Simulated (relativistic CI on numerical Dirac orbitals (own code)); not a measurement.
# Yb²¹⁺: sensitivity of the levels to the model

Base calculation: Dirac-Coulomb-Breit CI, separate exchange-only KLI orbitals for each configuration, model QED, unscaled Slater integrals.

Configurations in the expansion (outside the closed core [Ar] 3d10 4s2): 4p⁶4d¹⁰4f³, 4p⁶4d¹⁰4f²5s, 4p⁶4d¹⁰4f5s², 4p⁶4d¹⁰4f²5p, 4p⁶4d⁹4f⁴, 4p⁶4d¹⁰4f5s5p, 4p⁶4d¹⁰4f5p², 4p⁶4d¹⁰4f5s5d, 4p⁶4d¹⁰4f²5d, 4p⁶4d¹⁰4f5p5d, 4p⁵4d¹⁰4f⁴, 4p⁶4d⁹4f²5s², 4p⁶4d¹⁰4f²5f, 4p⁶4d¹⁰4f5d², 4p⁶4d¹⁰4f²6s, 4p⁶4d¹⁰4f²6p. Levels of other configurations are missing.

Variants: (1) QED terms removed; (2) Breit term removed. Shifts of the energy above 4p⁶4d¹⁰4f³ ⁴I°9/2, in cm⁻¹, for the lowest level and the first level of each name with at least 55 % of one term (blank where a level changes its place among those of its configuration and J or its character, or is not in the variant):

| Level | Base | Δ(1) | Δ(2) |
| --- | --- | --- | --- |
| 4p⁶4d¹⁰4f³ ⁴I°9/2 | 0.0 | 0.0 | 0.0 |
| 4p⁶4d¹⁰4f³ ⁴I°11/2 | 12017.5 | -59.5 | +929.3 |
| 4p⁶4d¹⁰4f³ ⁴I°13/2 | 23185.3 | -105.2 | +1811.7 |
| 4p⁶4d¹⁰4f³ ⁴F°3/2 | 31850.1 | -10.6 | -304.7 |
| 4p⁶4d¹⁰4f³ ⁴I°15/2 | 33527.4 | -140.2 | +2621.7 |
| 4p⁶4d¹⁰4f³ ⁴F°5/2 | 39623.5 | -55.2 | +379.5 |
| 4p⁶4d¹⁰4f³ ⁴F°7/2 | 43607.0 | -66.8 | +795.1 |
| 4p⁶4d¹⁰4f³ ⁴S°3/2 | 43806.7 | -63.0 | +451.3 |
| 4p⁶4d¹⁰4f³ ⁴G°5/2 | 49113.8 | -29.5 | -37.8 |
| 4p⁶4d¹⁰4f³ ⁴F°9/2 | 52126.0 | -116.4 | +1539.9 |
| 4p⁶4d¹⁰4f³ ²H°11/2 | 54342.8 | -116.7 | +1764.3 |
| 4p⁶4d¹⁰4f³ ²K°13/2 | 57228.6 | -79.8 | +1542.2 |
| 4p⁶4d¹⁰4f³ ⁴G°9/2 | 64865.2 | -110.7 | +1385.7 |
| 4p⁶4d¹⁰4f³ ²K°15/2 | 66847.3 | -106.8 | +2170.1 |

At this charge transitions that keep the count of f electrons are usually good to a few per cent. Terms inside the open d or f shell come out 10 to 20 % too wide with unscaled integrals. Levels that differ in their count of f electrons can be misplaced by several ten thousand cm⁻¹, since the correlation energy of f electrons is missing or only estimated; rates across such gaps can be off by orders of magnitude.

Ionisation energy from one configuration of each of the two ions, the ground ones as tabulated or assumed: base 573.909 eV. The NIST ASD value (theoretical) is 580 ± 30 eV.

LS names give the leading component of a level, which can be under half, so a name can repeat, a term be missing and a line seem to break the LS rules.
